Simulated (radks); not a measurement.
Sb2+, configuration [Kr] 4d9 5s2 5p1 6s1 (not the ground configuration).

Calculated with a radial shooting solver on a logarithmic mesh with Libxc functionals: scalar-relativistic Kohn-Sham, MS2 meta-GGA, spin-polarised, spherical densities, finite nucleus; open shells are filled with parallel spins first (spin-orbit coupling, left out, can overturn this in heavy ions); meta-GGA in the generalised Kohn-Sham scheme; Fermi nuclear charge, rms radius 4.6802 fm.

Energy parts (eV):
part                       energy
total                 -176291.288
kinetic                184387.862
electron-nucleus      -424900.867
Hartree                 68812.510
exchange-correlation    -4590.792

Orbitals (lengths in bohr, moments of r in powers of bohr):
[
 {"orbital": "1s up", "occ.": "1", "eigenvalue (eV)": "-30368.75", "<1/r>": "54.34"},
 {"orbital": "1s down", "occ.": "1", "eigenvalue (eV)": "-30368.69", "<1/r>": "54.34"},
 {"orbital": "2s up", "occ.": "1", "eigenvalue (eV)": "-4655.969", "<1/r>": "12.43"},
 {"orbital": "2s down", "occ.": "1", "eigenvalue (eV)": "-4655.733", "<1/r>": "12.43"},
 {"orbital": "2p up", "occ.": "3", "eigenvalue (eV)": "-4178.172", "<1/r>": "11.91"},
 {"orbital": "2p down", "occ.": "3", "eigenvalue (eV)": "-4177.939", "<1/r>": "11.91"},
 {"orbital": "3s up", "occ.": "1", "eigenvalue (eV)": "-943.5861", "<1/r>": "4.435"},
 {"orbital": "3s down", "occ.": "1", "eigenvalue (eV)": "-943.5185", "<1/r>": "4.434"},
 {"orbital": "3p up", "occ.": "3", "eigenvalue (eV)": "-786.7632", "<1/r>": "4.213"},
 {"orbital": "3p down", "occ.": "3", "eigenvalue (eV)": "-786.6105", "<1/r>": "4.213"},
 {"orbital": "3d up", "occ.": "5", "eigenvalue (eV)": "-549.3974", "<1/r>": "3.975"},
 {"orbital": "3d down", "occ.": "5", "eigenvalue (eV)": "-549.0705", "<1/r>": "3.975"},
 {"orbital": "4s up", "occ.": "1", "eigenvalue (eV)": "-182.8938", "<1/r>": "1.758"},
 {"orbital": "4s down", "occ.": "1", "eigenvalue (eV)": "-181.5818", "<1/r>": "1.758"},
 {"orbital": "4p up", "occ.": "3", "eigenvalue (eV)": "-134.4720", "<1/r>": "1.609"},
 {"orbital": "4p down", "occ.": "3", "eigenvalue (eV)": "-133.1779", "<1/r>": "1.609"},
 {"orbital": "4d up", "occ.": "5", "eigenvalue (eV)": "-63.7497", "<1/r>": "1.328"},
 {"orbital": "4d down", "occ.": "4", "eigenvalue (eV)": "-62.4603", "<1/r>": "1.328"},
 {"orbital": "5s up", "occ.": "1", "eigenvalue (eV)": "-35.8188", "<1/r>": "0.6502"},
 {"orbital": "5s down", "occ.": "1", "eigenvalue (eV)": "-34.3628", "<1/r>": "0.6502"},
 {"orbital": "5p up", "occ.": "1", "eigenvalue (eV)": "-25.3898", "<1/r>": "0.5521"},
 {"orbital": "6s up", "occ.": "1", "eigenvalue (eV)": "-12.5699", "<1/r>": "0.2882"}
]

The highest occupied level is 6s up at -12.570 eV. The density falls to 0.001 e/bohr^3 at r = 4.90 bohr. Summed over all electrons, <r^2> = 55.57 bohr^2, which gives a Langevin (diamagnetic) susceptibility term of -44 x 10^-6 cm^3/mol. The spin density at the nucleus is 12.83 e/bohr^3 (1s -0.14, 2s -0.98, 3s 0.57, 4s 0.28, 5s -0.20, 6s 13.30).

Empty levels of this run are not shown, since the potential may be unsettled where no density lies.
